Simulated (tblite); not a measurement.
Compound: C₅H₉NOSi.
Atom-mapped SMILES: `[CH3:1][Si@H:2]1[CH:3]=[C:4]([C:5]([NH2:6])=[O:7])[CH2:8]1` (hydrogens: H9, H10, H11 on C1; H12 on Si2; H13 on C3; H14, H15 on N6; H16, H17 on C8)

Geometry (GFN2-xTB, Å), atoms numbered from 1 in this order:
```
atom  x, y, z in Å
C1    -2.8633   -0.0127   -0.4645
Si2   -1.3612   -0.9320    0.2340
C3     0.2407   -0.8987   -0.7713
C4     0.9068   -0.1569    0.1296
C5     2.3068    0.3031    0.0574
N6     2.7111    1.0406    1.1254
O7     3.0499    0.0550   -0.8722
C8    -0.0805    0.1099    1.2433
H9    -2.5833    0.9489   -0.8841
H10   -3.6110    0.1601    0.3034
H11   -3.3301   -0.5957   -1.2519
H12   -1.7268   -2.2103    0.8517
H13    0.6382   -1.2747   -1.6982
H14    3.6578    1.3788    1.1539
H15    2.1000    1.2270    1.8990
H16   -0.2967    1.1687    1.3817
H17    0.2348   -0.2990    2.2023
```

Computed values, GFN2-xTB/tblite, gas phase, harmonic and unscaled. Against measured fundamentals such values can be off by several per cent, at times by over 20. Modes of hydrogen on silicon can be 10 to 20 % off. One conformer, not necessarily the lowest.

Harmonic wavenumbers (cm⁻¹): 54.3, 70.3, 113.2, 143.7, 195.0, 199.9, 247.0, 337.7, 357.9, 460.6, 538.0, 549.6, 567.6, 614.5, 659.8, 670.2, 715.4, 755.1, 802.8, 819.1, 835.0, 845.2, 884.6, 1014.2, 1063.6, 1072.0, 1147.3, 1222.5, 1303.6, 1365.1, 1440.1, 1464.5, 1474.7, 1480.6, 1605.3, 1722.7, 2229.3, 2975.2, 2990.6, 3042.2, 3044.7, 3050.0, 3106.0, 3476.8, 3553.9.

A = 4365, B = 903.9, C = 817.7 MHz; mass 127.045 u (most abundant isotopes); point group C1, symmetry number 1.

**Question.** Zero-point energy?

**Answer.** Half the sum of the wavenumbers: 28141 cm⁻¹ = 80.46 kcal/mol.

**Question.** Entropy at 500 K, 1 bar (ideal gas, RRHO, classical rotation)?

**Answer.** Translation 43.03, rotation 30.53, vibration 48.43: S = 122.0 cal/(mol K).

**Question.** And Cp and H(500 K) − H(0)?

**Answer.** Cp = 54.48 cal/(mol K), of which vibrations give 46.53 (their classical limit is 45 R = 89.4); H(500 K) − H(0) = 16.43 kcal/mol without the zero-point energy, 12.46 from vibrations.

**Question.** How do the functions run with temperature in this model?

**Answer.** 
| T (K) | S (cal/(mol K)) | Cp (cal/(mol K)) | H − H(0) (kcal/mol) | G − H(0) (kcal/mol) | ln q(vib) |
| --- | --- | --- | --- | --- | --- |
| 100 | 68.8 | 18.5 | 1.29 | -5.60 | 1.58 |
| 200 | 84.7 | 28.6 | 3.64 | -13.31 | 4.14 |
| 300 | 98.3 | 38.7 | 7.01 | -22.47 | 6.72 |
| 800 | 151.0 | 68.7 | 35.12 | -85.68 | 19.00 |
| 1000 | 167.0 | 74.9 | 49.51 | -117.52 | 23.35 |

q(vib) and H(0) count from the zero-point level.

**Question.** What must be added to the electronic energy to get the Gibbs energy at 500 K and 1 bar?

**Answer.** ZPE + [H(500 K) − H(0)] − T·S = 80.46 + 16.43 − 60.99 = 35.90 kcal/mol.

Hindered rotation and anharmonicity are outside this model. Other conformers, if any are populated, would add a mixing term that is left out. The structure is chiral; the term R ln 2 for an equal mix with its mirror image is left out.
